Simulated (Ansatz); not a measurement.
Coupled-cluster run, `[F][Zr]([Cl])([Cl])[Br]`.

```yaml
crystal:
  periodic: [false, false, false]
  atoms:
    - {symbol: F, position_ang: [-0.349398, -0.370988, 1.893287]}
    - {symbol: Zr, position_ang: [-0.007512, -0.057750, 0.075228]}
    - {symbol: Cl, position_ang: [1.962549, -1.130002, -0.521407]}
    - {symbol: Cl, position_ang: [-1.768205, -0.896884, -1.182807]}
    - {symbol: Br, position_ang: [0.212467, 2.381925, -0.305701]}
basis:
  gaussian: {orbitals: def2-SVP}
correlation: {method: ccsd_t}
```

```sh
$ ansatz run in.yaml --threads 4 --pin off --events-out ev --progress --plain --max-ram 10444MiB
```

Log, shortened:

```
Functional definition: HF
1075 factors; integrals over basis functions are off by at most 7.4e-4 eV
mean field evaluation 1: about -98964.6857 eV, gradient 3.9e1 eV
mean field evaluation 2: about -98964.8493 eV, gradient 4.0e1 eV
mean field evaluation 4: about -98968.6711 eV, gradient 1.6e0 eV
mean field evaluation 8: about -98968.7071 eV, gradient 1.8e-1 eV
mean field -98968.70735700 eV, -3637.0329119706 hartree, gradient 5.5e-6 eV, S^2 0.000000; 0 other end points of the search recorded, 0 dependent functions left out
20 core orbitals not correlated: weight in the atoms' cores, before any rotation towards them, 1.000 or more for the frozen orbitals, at most 0.000 for the correlated occupied ones
reference -98968.70735700 eV, -3637.0329119706 hartree; 25, 25 occupied and 68, 68 virtual orbitals, 1075 factors
second order -25.09611751 eV of doubles, -0.00000000 eV of singles
cycle   1  -24.77764273 eV  change    3.2e-1 eV  update   1.6e-1
cycle   2  -25.37306429 eV  change   -6.0e-1 eV  update   6.9e-2
cycle   3  -25.53371842 eV  change   -1.6e-1 eV  update   2.9e-2
cycle   4  -25.52380293 eV  change    9.9e-3 eV  update   7.7e-3
cycle   5  -25.51423567 eV  change    9.6e-3 eV  update   2.8e-3
cycle   6  -25.51424289 eV  change   -7.2e-6 eV  update   9.2e-4
cycle   7  -25.51427866 eV  change   -3.6e-5 eV  update   3.3e-4
cycle   8  -25.51416711 eV  change    1.1e-4 eV  update   1.2e-4
cycle   9  -25.51425993 eV  change   -9.3e-5 eV  update   3.6e-5
cycle  10  -25.51428211 eV  change   -2.2e-5 eV  update   1.1e-5
perturbative correction -0.75873421 eV, -0.0278829680 hartree
Total energy: -98994.98037332 eV, -3637.9984275118 hartree
```

Run time 3.5 s (4 threads of an INTEL XEON PLATINUM 8581C on a shared host); peak host memory 0.48 GiB.

The correlation energy is -26.273 eV, 2.9 % of it from (T); the T1 diagnostic reads 0.0153.
